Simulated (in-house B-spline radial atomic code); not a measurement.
## Binding energies in neutral fluorine

NIST's tabulated ground configuration is [He] 2s2 2p5; each binding energy is the energy of the ion with one electron taken from that subshell, relaxed, less that of the parent. Level of theory: Dirac-Hartree-Fock, average of configuration, Fermi nucleus of rms radius 2.8976 fm; calculated with an all-electron radial atomic-structure program (B-spline basis). Energies include first-order Breit, QED and recoil terms.

| subshell | X-ray name | binding energy (eV) | -ε (eV) | relaxation (eV) |
| --- | --- | --- | --- | --- |
| 1s | K | 698 | 718.7 | 20.3 |
| 2s | L1 | 40.12 | 42.88 | 2.76 |
| 2p | L2,3 | 17.11 | 19.85 | 2.74 |

Relaxation = -ε minus the binding energy without Breit, QED and recoil terms.

Problem. What does it cost to remove both a 1s and a 2p electron?

Solution. 739.63 eV, which is 24.49 eV more than the two single binding energies together.

Problem. What does it cost to remove two 1s electrons?

Solution. 1508.3 eV, which is 112.3 eV more than the two single binding energies together.

Problem. What does it cost to remove two 2s electrons?

Solution. 101.15 eV, which is 20.91 eV more than the two single binding energies together.
